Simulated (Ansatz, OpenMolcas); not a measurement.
How basis sets differ on C2H7BO (SMILES CCBO)

C2H7BO has 11 atoms, charge 0, and is taken as a singlet. As SMILES, `CCBO`. The shape is that of a PBE0-D4/def2-TZVP optimisation. This is one conformer, not always the lowest.

Each level gives the HOMO–LUMO gap (eV). The values are calculated.

```tsv
level	kind	program	value (eV)
HF/ANO-R0 (sfX2C)	Hartree–Fock	OpenMolcas	15.82
HF/ANO-RCC-MB (DKH2)	Hartree–Fock	OpenMolcas	16.87
HF/STO-3G	Hartree–Fock	Ansatz	18.61
HF/3-21G	Hartree–Fock	OpenMolcas	16.18
HF/6-31G* (Cartesian functions)	Hartree–Fock	OpenMolcas	16.25
HF/def2-SVP	Hartree–Fock	OpenMolcas	15.83
```

The values span 15.82 to 18.61 eV. A Hartree–Fock LUMO above zero doesn't converge with the basis: it sinks as sets grow more diffuse. Orbital gaps aren't excitation energies.
